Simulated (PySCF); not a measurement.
## Ionisation energy of Hg⁺ by level of theory

Hg⁺ [Xe] 4f14 5d10 6s1 (2S) → Hg²⁺ [Xe] 4f14 5d10 (1S), as a difference of total energies. Calculation: PySCF 2.14, in x2c-TZVPPall with one added diffuse shell each of s, p, d, f type (12s8p8d4f1g, 113 functions); the spin-free X2C one-electron Hamiltonian (Gaussian nucleus). Correlated levels: valence and next inner shell: [Kr] 4d10 4f14 frozen. The calculations carry no spin-orbit coupling.

| method | ionisation energy (eV) | error (eV) |
| --- | --- | --- |
| UHF | 17.097 | -1.660 |
| MP2 (valence and next inner shell) | 18.716 | -0.041 |
| SCS-MP2 (valence and next inner shell) | 18.457 | -0.300 |
| CCSD (valence and next inner shell) | 18.399 | -0.358 |
| CCSD(T) (valence and next inner shell) | 18.495 | -0.262 |

Reference: 18.757 eV (measured; NIST Atomic Spectra Database, ionization energies).

Errors of the correlated levels include the incompleteness of this basis and the frozen core.
